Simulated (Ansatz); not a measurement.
Isolated molecules relaxed with PBE0-D4/def2-TZVP in Ansatz; ΔE leaves out vibrations. CCSD(T)/CBS adds triple-zeta CCSD(T) − MP2 to the extrapolated MP2 energy (def2 sets, frozen cores). This one scheme is used for every species. DFT in def2-TZVPP. Each species was taken in one conformer, which may not be the lowest.

`[NH2][Al]([OH])[SiH2]Cl` + H–F → `[NH2][Al]([OH])[F]` + `[SiH3]Cl`  (cleavage of the Al–Si bond)

```
         level  ΔE (kcal/mol)
     r2SCAN-D4          -42.0
       PBE0-D4          -37.5
       ωB97X-V          -41.6
       ωB97M-V          -42.8
MP2/def2-TZVPP          -43.5
 HF/def2-QZVPP          -48.8
 MP2/CBS(def2)          -43.2
CCSD/CBS(def2)          -42.6
```

(1) What does CCSD(T)/CBS give? (An estimate is asked.)

Largest T1 diagnostic among the species: 0.012.

Answers

(1) The calculation gave: -41.5 kcal/mol. The listed levels differ from it by -0.5, 4.0, -0.1, -1.3, -2.0, -7.3, -1.7, -1.1 kcal/mol.

In def2-TZVPP, CCSD(T) changes the Hartree–Fock value by +6.3 kcal/mol (the triples alone add +1.0 kcal/mol) and MP2 by +4.6 kcal/mol. From PBE to PBE0 (25 % exact exchange), in def2-TZVPP and without D4, ΔE moves by −1.3 kcal/mol. The D4 term adds +2.0 kcal/mol with B3LYP and +1.2 kcal/mol with PBE0; it sums over pairs of atoms, weighted by their polarisabilities, and B3LYP, whose exchange is more repulsive, gets the larger term.

B3LYP here is the variant with VWN-RPA as its local correlation; programs differ in this.
